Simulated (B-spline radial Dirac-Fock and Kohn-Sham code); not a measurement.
Satellites and hypersatellites of the K lines of Zr³⁺

System: the Zr³⁺ ion, [Kr] 4d1.

Calculated with a radial atomic solver, using Dirac-Fock (average of configuration) total-energy differences with a finite nucleus, the Breit interaction including its frequency dependence, and self-energy and vacuum-polarisation corrections. Each two-hole energy is an average over J within one jj subconfiguration, not an observable level; in light atoms, where LS coupling holds, the j-resolved values are not observed lines, and for a K spectator the Kα1 hypersatellite is nearly forbidden. The model has no electron correlation.

Lines without a spectator: Kα2 (K-L2) 15688.8 eV, Kα1 (K-L3) 15773.3 eV, Kβ3 (K-M2) 17649.7 eV, Kβ1 (K-M3) 17663.6 eV. Shifts in eV with one spectator hole (a dash: not computed, or left out as unreliable):

| spectator hole | Kα2 | Kα1 | Kβ3 | Kβ1 |
| --- | --- | --- | --- | --- |
| L2 (2p1/2) | +45.5 | +56.5 | – | +123.2 |
| L3 (2p3/2) | +47.8 | +46.9 | +113.8 | – |
| M2 (3p1/2) | – | +5.20 | +12.53 | +15.57 |
| M3 (3p3/2) | +4.19 | – | +13.88 | +13.30 |
| M4 (3d3/2) | +0.05 | -1.79 | – | – |
| M5 (3d5/2) | -2.03 | -0.78 | – | – |

Q: Where does the K-L3 hypersatellite lie, emitted when both K electrons are missing?

A: +449.7 eV from the normal line, at 16223.0 eV. Removing both K electrons costs 36682.3 eV, which is 609.1 eV more than twice the K binding energy.

With n spectator holes in 2p, averaged over the 2p shell (energies in eV):

```tsv
n	KαLⁿ	step	hypersatellite KαʰLⁿ
0	15745.1	–	16192.0
1	15794.7	+49.6	16242.9
2	15845.5	+50.8	16295.0
3	15897.5	+52.0	16348.4
4	15950.7	+53.2	16402.9
5	16005.1	+54.4	16458.6
```
